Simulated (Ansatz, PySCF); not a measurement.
C₄H₁₁FSi, SMILES CCC[C@@H](F)[SiH3]. Atoms are numbered in the order given.

```xyz
17

C     -3.0954    -0.2939    -0.8067
C     -1.9661    -0.0089     0.1752
C     -0.5978     0.0791    -0.5000
C      0.5388     0.3032     0.4813
F      0.5537    -0.7546     1.4120
Si     2.2805     0.3594    -0.2975
H     -4.0689    -0.3548    -0.2960
H     -2.9348    -1.2500    -1.3316
H     -3.1700     0.4948    -1.5740
H     -1.9222    -0.7973     0.9454
H     -2.1628     0.9362     0.7146
H     -0.5893     0.9035    -1.2380
H     -0.4052    -0.8496    -1.0696
H      0.3499     1.2311     1.0583
H      2.3747     1.5087    -1.2497
H      3.3006     0.5204     0.7780
H      2.5230    -0.9164    -1.0327
```
Charge 0, spin multiplicity 1.

The structure is a stationary point at r2SCAN-D4/def2-SVP. The structure was generated by enumeration; whether it is a known compound was not checked. Other conformers were not sampled.

Two levels are set side by side: PBE-D3(BJ)/def2-SVP (Ansatz, a quantum-chemistry and plane-wave program) and r2SCAN-D4/def2-SVP (Ansatz). Each level has its own optimised geometry; the coordinates shown are those of the second. Frequencies come from the Hessian of PySCF at each geometry. Differences are taken from unrounded values.

```csv
quantity,r2SCAN-D4,PBE-D3(BJ),PBE-D3(BJ) minus r2SCAN-D4
mean bond length (Å),1.325,1.333,0.008
bond C1–C2 (Å),1.523,1.528,0.005
bond C2–C3 (Å),1.528,1.533,0.005
bond C3–C4 (Å),1.518,1.524,0.006
bond C4–F5 (Å),1.409,1.413,0.004
bond C4–Si6 (Å),1.909,1.920,0.011
bond C1–H7 (Å),1.101,1.108,0.007
bond C1–H8 (Å),1.103,1.110,0.008
bond C1–H9 (Å),1.103,1.110,0.007
bond C2–H10 (Å),1.103,1.110,0.007
bond C2–H11 (Å),1.106,1.113,0.007
bond C3–H12 (Å),1.106,1.113,0.007
bond C3–H13 (Å),1.106,1.113,0.007
bond C4–H14 (Å),1.109,1.117,0.008
bond Si6–H15 (Å),1.496,1.506,0.011
bond Si6–H16 (Å),1.491,1.502,0.011
bond Si6–H17 (Å),1.492,1.503,0.011
highest harmonic wavenumber (cm⁻¹),3129,3060,-69
mean harmonic wavenumber (cm⁻¹),1353,1319,-35
zero-point energy (kcal/mol),87.07,84.83,-2.24
```
